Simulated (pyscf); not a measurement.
Structures and frequencies: ωB97X-D3(BJ)/def2-SVP in PySCF.

What is the homolytic dissociation enthalpy (298 K, ωB97M-D3(BJ)/def2-TZVP) of the B–C bond of `[OH][CH2][CH2][B]([OH])[OH]`, to •H₂C–CH₂–OH + [HO–B–OH]•?

B–C to •H₂C–CH₂–OH + [HO–B–OH]•: 453.0 kJ/mol. The 7 functionals that were run give +410.4 (r²SCAN) to +453.0 kJ/mol (ωB97M-D3(BJ)). The radicals are drawn with the spin at the cut bond; how far it spreads was not checked. HO–CH₂–CH₂–B(OH)–OH lies 110.6 kJ/mol over its isomer H₃C–CH₂–O–B(OH)–OH, and others may lie lower still (electronic energy, ωB97M-D3(BJ)). •H₂C–CH₂–OH lies 33.6 kJ/mol over its isomer H₃C–CH•–OH, and others may lie lower still (electronic energy, ωB97M-D3(BJ)). Other isomers of [HO–B–OH]• were not searched in full and may lie lower.
